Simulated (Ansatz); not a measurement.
Spectroscopic constants of LuH, multiplicity 3 (an upper state: multiplicity 1 came lower at CCSD(T)/def2-TZVPP on PBE0 minima). No spin–orbit coupling.

Constants: fifth-degree fit in 1/R to seven points, most abundant isotopes. Runs in def2 and cc sets follow the lowest solution found near the PBE0 minimum.

Codes used: Ansatz (a program for electronic structure) with Gaussian orbitals. Values without a source in brackets are computed. In def2 rows elements past Kr take small-core potentials, without spin–orbit coupling.

Energies at wB97X-V/def2-TZVPP:

| R (Å) | E (hartree) |
|---|---|
| 1.808688 | -1236.66011135 |
| 1.857309 | -1236.66191895 |
| 1.902040 | -1236.66277734 |
| 1.952606 | -1236.66298024 |
| 2.003171 | -1236.66250904 |
| 2.061516 | -1236.66128268 |
| 2.129585 | -1236.65912764 |

Q: With a reduced mass of 1.0021 u, find the minimum, the force constant and the constants.

A: A fifth-degree polynomial in 1/R puts the minimum at r_e = 1.9411 Å with force constant 120 N/m. Then ω_e = (1/2πc)√(k/μ) = 1425 cm⁻¹ and B_e = h/(8π²cμr_e²) = 4.465 cm⁻¹; the cubic and quartic terms give α_e = 0.12 and ω_e x_e = 20 cm⁻¹.
